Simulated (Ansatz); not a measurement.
One change: `[SiH3][N]([SiH3])[Sn][Cl]` becomes `[SiH3][N]([SiH3])[Zn][Cl]`.

Ansatz, PBE0-D4/def2-TZVP geometries, multiplicity 1. Each molecule was computed in one conformer, which needn't be the lowest.

Elements past krypton have def2 core potentials. Scalar relativity is left out up to krypton.

```tsv
property	`[SiH3][N]([SiH3])[Sn][Cl]`
LUMO energy (ωB97M-V/def2-TZVPP) / eV	-0.97
size of the dipole moment (B3LYP/def2-TZVPP) / D	2.49
HOMO energy (PBE0/def2-TZVPP) / eV	-7.78
zero-point energy (PBE0-D4/def2-TZVP) / kJ/mol	151.1
HOMO energy (ωB97M-V/def2-TZVPP) / eV	-9.86
LUMO energy (PBE/def2-TZVPP) / eV	-3.33
```

(1) What does the change do to each property? (An estimate is asked.)

## Answers

(1) The calculation gave: 
```
                                        property  `[SiH3][N]([SiH3])[Zn][Cl]`  shift
           LUMO energy (ωB97M-V/def2-TZVPP) / eV                         0.28   1.25
size of the dipole moment (B3LYP/def2-TZVPP) / D                         0.92  -1.57
              HOMO energy (PBE0/def2-TZVPP) / eV                        -7.71   0.07
  zero-point energy (PBE0-D4/def2-TZVP) / kJ/mol                        150.9   -0.2
           HOMO energy (ωB97M-V/def2-TZVPP) / eV                        -9.97  -0.11
               LUMO energy (PBE/def2-TZVPP) / eV                        -2.36   0.97
```

With PBE0 the HOMO rises by 0.07 eV and the LUMO rises by 1.21 eV, so the gap widens by about 1.14 eV. PBE moves the HOMO by 0.17 eV and ωB97M-V by -0.11 eV. Dipoles are sizes alone; their direction can turn.

Positive LUMOs are unbound, so they and the gaps depend on the basis.

B3LYP here is the variant with VWN-RPA as its local correlation; programs differ in this.
